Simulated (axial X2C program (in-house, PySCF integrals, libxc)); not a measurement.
BiS⁻: bond constants with and without spin–orbit coupling

Calculated with an in-house relativistic program for diatomic molecules. Spin-free means the one-electron spin-free X2C Hamiltonian; two-component (2c) means X2C with spin–orbit coupling and atomic mean-field two-electron Coulomb and Gaunt terms, so the difference of the two also holds small scalar two-electron terms. Basis: Bi dyall-acv3z [13s15p11d7f1g], S dyall-av3z [9s8p3d2f] (cores contracted in-house); Gaussian nuclei, density fitting, unrestricted open shells. Masses: Bi 208.980 u, S 31.972 u.

State, spin-free: M_S = 1, Λ = 0 (beyond evenly filled blocks: π+α, π-α); electrons by block: σα: 19, σβ: 19, π+α: 11, π+β: 10, π-α: 11, π-β: 10, δ+α: 4, δ+β: 4, δ-α: 4, δ-β: 4, φ+α: 1, φ+β: 1, φ-α: 1, φ-β: 1. Fragments: Bi + S-.

State, 2c: Ω = 0 (closed shell); electrons by block: 1/2: 30, -1/2: 30, 3/2: 14, -3/2: 14, 5/2: 5, -5/2: 5, 7/2: 1, -7/2: 1. Fragments: Bi + S-.

```json
{"Hamiltonian": "spin-free", "level": "PBE0", "Re (Å)": "2.393", "ωe (cm⁻¹)": "381.8", "Be (cm⁻¹)": "0.1062", "De (eV)": "3.03", "D0 (eV)": "3.01", "k (mdyn/Å)": "2.38", "μ (D)": "-5.13"}
{"Hamiltonian": "spin-free", "level": "BP86", "Re (Å)": "2.431", "ωe (cm⁻¹)": "353.8", "Be (cm⁻¹)": "0.1029", "De (eV)": "3.30", "D0 (eV)": "3.28", "k (mdyn/Å)": "2.05", "μ (D)": "-4.76"}
{"Hamiltonian": "2c", "level": "PBE0", "Re (Å)": "2.425", "ωe (cm⁻¹)": "357.1", "Be (cm⁻¹)": "0.1034", "De (eV)": "2.73", "D0 (eV)": "2.71", "k (mdyn/Å)": "2.08", "μ (D)": "-6.08"}
{"Hamiltonian": "2c", "level": "HF", "Re (Å)": "2.416", "ωe (cm⁻¹)": "372.1", "Be (cm⁻¹)": "0.1041", "De (eV)": "0.974", "D0 (eV)": "0.951", "k (mdyn/Å)": "2.26", "μ (D)": "-6.92"}
{"Hamiltonian": "2c", "level": "BP86", "Re (Å)": "2.469", "ωe (cm⁻¹)": "326.5", "Be (cm⁻¹)": "0.09973", "De (eV)": "2.99", "D0 (eV)": "2.97", "k (mdyn/Å)": "1.74", "μ (D)": "-5.86"}
```

Dipoles are positive if S is the positive end and refer to the centre of mass.

The state is a single determinant with fixed occupations, the lowest that a limited PBE0 search found. Closed shells are restricted here (equal orbitals for both partners); the stretched side of such a curve lies too high. De is counted from the lowest determinant-based energies of the atoms at the same level, without counterpoise correction. The 2c atoms are single determinants rather than J levels; their spin–orbit lowering is only partly caught, and De is too large by that part. This holds for PBE0, BP86. PBE0 can misorder states that lie within some tenths of an eV, so this need not be the ground state of the molecule. The nearest other spin-free determinant of the search, M_S = 0, Λ = 2, lies 0.55 eV up at the distance of the search. The functionals have no current-density term, which raises determinants with orbital currents, atoms included. The 2c closed shell (π1/2)² is the Ω = 0⁺ component of the spin-free π² triplet, mixed with the ¹Σ⁺ state; no single spin-free determinant represents it. The highest occupied level of some functionals is positive through self-interaction error; at Hartree–Fock it is bound. The determinant is spin-polarised beyond a pure state at some levels (its spin-free form has ⟨S²⟩ too high), which makes Re and μ there less reliable. Hartree–Fock gets electron affinities wrong, so its lowest charge split need not be the true one.

No reliable constants came from CCSD (2c), CCSD (spin-free), CCSD(T) (2c), CCSD(T) (spin-free), HF (spin-free), MP2 (2c), MP2 (spin-free): no minimum in range, unconverged points, a curve that is not smooth, a change of character along it, or the two Hamiltonians disagreeing along it.

Rough cost a point (2c) on 1 thread(s) of a shared host, integrals apart: PBE0 0.9 s, HF 0.7 s, BP86 0.4 s.
